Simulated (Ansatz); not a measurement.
Geometry optimisation, Ansatz 0.2.0, DFT r2SCAN, scalar-relativistic, plane waves, PAW.

The input (input.yaml):

```yaml
crystal:
  lattice:
    - [7.293633, 0.0, 0.0]
    - [0.0, 7.293633, 0.0]
    - [0.0, 0.0, 7.293633]
  atoms:
    - { symbol: C, position: [0.3471635, 0.0855864, 0.3629539] }
    - { symbol: C, position: [0.3917086, 0.2637978, 0.4590148] }
    - { symbol: O, position: [0.2299816, 0.3737602, 0.4542143] }
    - { symbol: H, position: [0.2573723, 0.4886701, 0.515703] }
    - { symbol: H, position: [0.4344066, 0.2369372, 0.6010408] }
    - { symbol: H, position: [0.5060588, 0.3330823, 0.389447] }
    - { symbol: H, position: [0.466373, -0.0052926, 0.3620279] }
    - { symbol: H, position: [0.2343427, 0.0164583, 0.4329449] }
    - { symbol: H, position: [0.3059099, 0.1124893, 0.221602] }
    - { symbol: C, position: [0.746852, 0.8942065, 0.9532156] }
    - { symbol: C, position: [0.6275688, 1.0418567, 0.8698956] }
    - { symbol: O, position: [0.4636441, 0.95511, 0.8076536] }
    - { symbol: H, position: [0.3860953, 1.0490623, 0.753853] }
    - { symbol: H, position: [0.5968132, 1.1478153, 0.972574] }
    - { symbol: H, position: [0.6998356, 1.108698, 0.7557652] }
    - { symbol: H, position: [0.8754302, 0.9523159, 1.0038287] }
    - { symbol: H, position: [0.6752777, 0.8287986, 1.0672547] }
    - { symbol: H, position: [0.778178, 0.7897277, 0.850703] }
    - { symbol: C, position: [0.8166552, 0.1461863, 0.3740252] }
    - { symbol: C, position: [0.832531, 0.2831403, 0.2192258] }
    - { symbol: O, position: [0.9645722, 0.2126052, 0.0932881] }
    - { symbol: H, position: [0.9756692, 0.2998212, -0.0067398] }
    - { symbol: H, position: [0.6987408, 0.3015817, 0.1523221] }
    - { symbol: H, position: [0.8754867, 0.417297, 0.2728241] }
    - { symbol: H, position: [0.7168652, 0.1926396, 0.4757837] }
    - { symbol: H, position: [0.7728685, 0.0133726, 0.3206472] }
    - { symbol: H, position: [0.9494047, 0.1289506, 0.4410063] }
    - { symbol: C, position: [0.2963641, 0.51344, -0.0778867] }
    - { symbol: C, position: [0.3255774, 0.6075296, 0.1045003] }
    - { symbol: O, position: [0.2135678, 0.7679162, 0.1051184] }
    - { symbol: H, position: [0.2314892, 0.8293049, 0.2219329] }
    - { symbol: H, position: [0.2877781, 0.5149754, 0.2172874] }
    - { symbol: H, position: [0.4709736, 0.6432822, 0.1217539] }
    - { symbol: H, position: [0.3790038, 0.3887029, -0.0869452] }
    - { symbol: H, position: [0.1520976, 0.4770253, -0.0942304] }
    - { symbol: H, position: [0.3350758, 0.6051799, -0.1896506] }
basis:
  ecutwfc: 500.0
kpoints:
  mp_grid: { grid: [1, 1, 1] }
hamiltonian:
  xc: r2scan
scf:
  occupations: { method: fermi_dirac, width: 0.02 }
  lower_state_search: "off"
relax:
  f_tol: 0.3
  max_steps: 15
  adjacent_minimum: "off"
output:
  write_density: true
  write_potential: true
  elf: true
  volumetric_format: npy
```

Run as:

```bash
$ ansatz run input.yaml --threads 1 --pin off --max-ram 3072MiB --backend cpu --events-out ev --progress --plain --runs-dir out
```

Problem. Where does it end, and by what steps?

Solution. It converged. The threshold is loose, so the end isn't yet a minimum. Limits of this set-up: coarse k mesh. After 13 steps the energy has fallen by 0.845 eV; H17 moved furthest, 1.68 Å.

```csv
step,energy less start (eV),largest force component (eV/Å),accepted
0,0.0000,0.774,yes
1,-0.2896,0.348,yes
2,-0.4029,0.377,yes
3,-0.4597,0.640,yes
4,-0.5119,0.503,yes
5,-0.5538,0.324,yes
6,-0.5718,0.926,yes
7,-0.6157,0.652,yes
8,-0.6735,0.602,yes
9,-0.7301,0.770,yes
10,-0.7547,1.006,yes
11,-0.7851,0.449,yes
12,-0.7897,0.566,yes
13,-0.8450,0.202,yes
```

```xyz
36
Lattice="7.2936 0.0000 0.0000 0.0000 7.2936 0.0000 0.0000 0.0000 7.2936" Properties=species:S:1:pos:R:3
C 2.577 0.933 2.615
C 2.824 2.179 3.432
O 1.561 2.813 3.661
H 1.702 3.515 4.303
H 3.285 1.905 4.387
H 3.495 2.869 2.903
H 3.516 0.487 2.295
H 2.046 0.198 3.222
H 1.980 1.185 1.738
C 5.547 6.129 6.089
C 4.485 7.173 6.363
O 3.299 6.946 5.621
H 2.588 6.717 6.241
H 4.247 7.215 7.431
H 4.879 8.163 6.091
H 6.462 6.372 6.626
H 5.207 5.138 6.399
H 5.766 6.092 5.021
C 6.184 0.993 2.978
C 6.183 1.927 1.795
O 7.129 1.428 0.843
H 7.100 1.989 0.062
H 5.187 1.971 1.337
H 6.461 2.941 2.112
H 5.395 1.259 3.679
H 6.003 -0.031 2.637
H 7.133 1.034 3.504
C 2.254 3.859 -0.350
C 2.148 4.881 0.759
O 1.460 6.020 0.221
H 1.221 6.657 0.905
H 1.598 4.461 1.605
H 3.146 5.175 1.110
H 2.739 2.948 0.002
H 1.256 3.597 -0.712
H 2.834 4.263 -1.184
```

Time of the run: 6.4 min on 1 thread of Arm Neoverse V2, on a shared host, peak memory 1 GiB.
